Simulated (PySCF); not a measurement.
Compound: cyclo-(H2SnO)2.
Bonds: Sn1–O4, Sn1–O8, O4–Sn5, Sn5–O8. Hydrogens: H2, H3 on Sn1; H6, H7 on Sn5.

Method: PySCF 2.14.0, PBE0-D3(BJ)/def2-SVP geometry optimisation, gas phase, def2 core potentials past Kr.

**Question.** How far are the bound atoms from Sn1?

**Answer.** 4 atoms: H2 1.713 Å, H3 1.713 Å, O4 2.010 Å, O8 2.011 Å. The nearest atom not counted as bound is Sn5, at 2.96 Å.

**Question.** List the angles at Sn1.

**Answer.** 
| angle | degrees | distance of the outer atoms (Å) |
| --- | --- | --- |
| H2–Sn1–H3 | 115.0 | 2.89 |
| H2–Sn1–O8 | 113.6 | 3.12 |
| H2–Sn1–O4 | 113.3 | 3.11 |
| H3–Sn1–O4 | 113.3 | 3.11 |
| H3–Sn1–O8 | 113.0 | 3.11 |
| O4–Sn1–O8 | 85.2 | 2.72 |

**Question.** Describe the arrangement about Sn1 in numbers.

**Answer.** Angles from 85.2° to 115.0°; τ4 = (360° − α − β)/141° = 0.93 with α and β the two widest (0 for a square, 1 for a tetrahedron).

**Question.** Give some angles away from the centre.

**Answer.** Sn1–O4–Sn5 94.8°.

**Question.** What are the rotational constants (commonest isotopes, rigid rotor)?

**Answer.** A = 7462, B = 907.8, C = 831.8 MHz: a near-prolate asymmetric top.

Point group: D2h (tolerance 0.08 Å). Charge 0, singlet. Stationary, but not proved a minimum.

On an Arm Neoverse V2 with one thread, no GPU, shared host with 96 logical CPUs at a one-minute load of 59, this took 36 s wall and 0.41 GiB of memory at its peak. This is the geometry optimisation.

One conformer stands for the species.
